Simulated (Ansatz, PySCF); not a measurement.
The pair A = PH3 (SMILES P) (first 4 atoms), B = ClH3Si (SMILES [SiH3]Cl); geometry from B3LYP-D3(BJ)/def2-TZVP.
(charge 0, multiplicity 1):
```
atom    x (Å)    y (Å)    z (Å)
----  -------  -------  -------
P      0.1101  -0.2979   0.0566
H      1.3546  -0.9260   0.3115
H      0.3210  -0.2433  -1.3463
H      0.6215   1.0053   0.2767
Si    -0.8978  -0.7148   4.1791
Cl     0.9298   0.0696   3.6038
H     -1.5995   0.3026   4.9859
H     -0.6434  -1.9247   4.9853
H     -1.6663  -1.0446   2.9656
```

Correlated levels freeze the cores. CBS(a, b) extrapolates the correlation energy as X⁻³ and adds the Hartree–Fock energy of set b. MP2 and its Hartree–Fock in aug-cc-pV(T+d)Z are density fitted.

Codes used: Ansatz (a program for electronic structure); PySCF for the dispersion terms. 

The monomers are drawn apart, rigid, along the line of their centres of mass. Counterpoise-corrected interaction energies (kcal/mol):

```tsv
level	R = 5.315 Å	R = 6.779 Å
PBE/def2-TZVPPD	-0.2395	-0.0552
PBE-D3(BJ)/def2-TZVPPD	-0.5290	-0.1243
wB97M-V/def2-TZVPPD	-0.4204	-0.1105
MP2/CBS(aug-cc-pV(D+d)Z, aug-cc-pV(T+d)Z) + ΔCCSD(T)/aug-cc-pV(D+d)Z	-0.4236	-0.1105
```

R is the distance of the centres of mass. Find the local exponent m of E ∝ R⁻ᵐ between the two points.


m = ln(E₁/E₂)/ln(R₂/R₁): PBE/def2-TZVPPD 6.0; PBE-D3(BJ)/def2-TZVPPD 6.0; wB97M-V/def2-TZVPPD 5.5; MP2/CBS(aug-cc-pV(D+d)Z, aug-cc-pV(T+d)Z) + ΔCCSD(T)/aug-cc-pV(D+d)Z 5.5. For scale, two fixed dipoles give m = 3, dipole and quadrupole 4, quadrupoles 5, and dispersion or dipole-induced dipole 6 at long range; at these distances several terms mix, and what is left of overlap and damping shifts m, so it need not match one of them.
